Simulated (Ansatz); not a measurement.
Molecule: GeTe, charge -1, multiplicity 2. 
Coordinates optimised at B3LYP-D3(BJ)/def2-TZVP (Ansatz, a first-principles code):
```
Ge
Te 1 2.4960
```
Charge -1, spin multiplicity 2.

Basis-set convergence of Hartree-Fock and CCSD correlation energies (hartree) with Ansatz. Cores are frozen in the correlated levels unless marked. Open shells are spin-unrestricted. No spin-orbit coupling. The frozen core is the preceding noble-gas configuration, with the filled d and f shells of earlier blocks. Past Kr the def2 sets carry scalar-relativistic core potentials.

```
basis        functions        E(HF)  E(corr, CCSD)
-----------  ---------  -----------  -------------
def2-SVPD           73  -2342.16156       -0.19310
def2-TZVPPD        113  -2342.43304       -0.23637
def2-QZVPPD        186  -2342.47600       -0.25503
```

Extrapolating the two largest sets (X = 3 and 4) as X^-3: E(corr) = (64·(-0.25503) - 27·(-0.23637))/37 = -0.2686 Eh, an estimate of the basis-set limit. The largest set recovers 94.9 % of it, the smallest 71.9 %.
